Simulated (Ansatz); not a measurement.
The same path of a periodic cell of 19 atoms, KC₁₈ (surface graphene monolayer, adsorbate K) was run twice with different band settings. Lost on the way: C2–K19, C7–K19, C8–K19, C9–K19. Made: C5–K19, C16–K19, C17–K19, C18–K19.

The calculation used Ansatz 0.2.0, DFT PBE, scalar-relativistic, plane waves, PAW. Settings: cutoff 420 eV, k mesh 2x2x1, gaussian smearing 0.05 eV, spin collinear.

Relaxed end points:

```xyz
19
Lattice="7.3980 0.0000 0.0000 -3.6990 6.4069 0.0000 0.0000 0.0000 12.0000" Properties=species:S:1:pos:R:3
C -0.020 -0.018 1.019
C 1.212 0.694 0.991
C -1.251 2.119 1.022
C -0.020 2.832 1.019
C -2.484 4.255 1.022
C -1.251 4.964 1.019
C 2.448 -0.020 0.991
C 3.684 0.694 0.991
C 1.212 2.121 0.991
C 2.448 2.834 0.991
C -0.018 4.255 1.022
C 1.215 4.966 1.022
C 4.917 -0.018 1.019
C 6.147 0.696 1.022
C 3.684 2.121 0.991
C 4.917 2.832 1.018
C 2.448 4.257 1.018
C 3.681 4.966 1.022
K 2.451 1.410 3.503
```

```xyz
19
Lattice="7.3980 0.0000 0.0000 -3.6990 6.4069 0.0000 0.0000 0.0000 12.0000" Properties=species:S:1:pos:R:3
C -0.018 -0.014 1.018
C 1.215 0.695 1.022
C -1.248 2.118 1.019
C -0.018 2.831 1.022
C -2.481 4.256 0.991
C -1.248 4.968 1.018
C 2.448 -0.016 1.022
C 3.681 0.692 1.019
C 1.213 2.118 1.019
C 2.445 2.829 0.991
C -0.018 4.254 1.022
C 1.213 4.968 1.019
C 4.914 -0.016 1.022
C 6.147 0.695 1.022
C 3.681 2.116 0.991
C 4.917 2.829 0.991
C 2.445 4.256 0.991
C 3.681 4.970 0.991
K 3.684 3.545 3.503
```

Common settings: spring 5.0 eV/Å²; optimiser quadratic models (default); end points relaxed.

| run | movable images | climbing image | start path | force threshold | iteration limit |
| --- | --- | --- | --- | --- | --- |
| 1 | 5 | yes | IDPP | 0.03 eV/Å | 39 |
| 2 | 4 | no | default | 0.05 eV/Å | 50 |

Task: What does each run give, and how far can it be trusted?

Result: Run 1: converged after 4 iterations, highest image 0.089 eV above the first end. By the program's own check the climbing image is a first-order saddle point (lowest curvatures found: -0.27 and 2.76 eV/Å²).
Run 2: converged after 4 iterations, highest image 0.081 eV above the first end. No image climbed, so the highest image needn't sit at the top of the path.
Limits of this set-up: slab without dipole correction.
